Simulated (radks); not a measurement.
Problem. Numerical settings for the sulfur ion S2+, [Ne] 3s2 3p2. All-electron calculation, scalar-relativistic Kohn-Sham, PBE, spin-polarised, spherical densities, finite nucleus; open shells are filled with parallel spins first; Fermi nuclear charge, rms radius 3.2611 fm. Program: a radial shooting solver on a logarithmic mesh with Libxc functionals. The defaults (mesh step 0.008 in ln r, mesh end at 40 bohr or more with all orbitals vanishing there, Anderson mixing 0.5 over 9 steps, residual threshold near 1e-9 with the energy settled to 1e-9 hartree or 1e-11 of itself, here a cap of 55 iterations) give E = -397.8420 hartree and 3p at -29.006 eV in 17 iterations. Run on one thread of a shared host, so times are rough (Arm Neoverse V1): 0.12 s of CPU time, 0.12 s wall, 17 iterations on 2189 mesh points. One setting is changed at a time: mesh step in ln r 0.2; mesh step in ln r 0.012; mesh step in ln r 0.02; mesh end (bohr) 20; mesh end (bohr) 1; residual threshold 0.01; residual threshold 0.1; mixing 1; linear mixing, mixing 0.05; linear mixing, mixing 1; mixing history 20; iteration cap 5. Which runs fail to converge, and which converge to a wrong energy?

Solution. Not converged within the cap: mesh step in ln r 0.2; linear mixing, mixing 0.05; linear mixing, mixing 1; iteration cap 5. Settled on a wrong energy, with an occupied level pushed above zero by the early mesh end: mesh end (bohr) 1 (+55.5 hartree). Apart from these: no run marked as converged misses the energy by more than 1 mhartree.
